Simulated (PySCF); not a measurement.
## C₆ coefficients of unlike pairs at PBE0

Calculated with PySCF 2.14 from the dipole response of each species, C₆(A,B) = (3/π) ∫ α_A(iu) α_B(iu) du, in atomic units, from isotropic polarisabilities. For ions this is the dispersion term alone; charge-induced terms of lower order in 1/R come first.

```
species       configuration                                                                             basis      relativity  α (bohr³)  C₆ (like pair)
    O²⁺   [He] 2s2 2p2 (3P)  aug-cc-pVQZ with one added diffuse shell each of s, p, d, f, g type (7s6p5d4f3g)            none      1.747           2.326
    Pt⁺  [Xe] 4f14 5d9 (2D)                                         aug-cc-pVTZ-PP with ECP60MDF (6s6p5d3f2g)  core potential      16.02           120.6
    V²⁺       [Ar] 3d3 (4F)  aug-cc-pVTZ with one added diffuse shell each of s, p, d, f, g type (9s8p6d4f3g)            none      4.546           13.68
    N²⁺   [He] 2s2 2p1 (2P)                                                           aug-cc-pVDZ-DK (4s3p2d)   spin-free X2C      2.608           3.685
```

Problem. Estimate C₆ for N²⁺ with Pt⁺.

Solution. The integral gives 21.05. The combination rule 2 C_A C_B / (C_A α_B/α_A + C_B α_A/α_B) gives 21.02 and the geometric mean 21.08.

No spin-orbit coupling is included.

The other pairs:

```csv
pair,C₆
"Pt⁺, O²⁺",16.48
"V²⁺, Pt⁺",40.12
"N²⁺, O²⁺",2.882
"V²⁺, O²⁺",5.636
"N²⁺, V²⁺",7.005
```
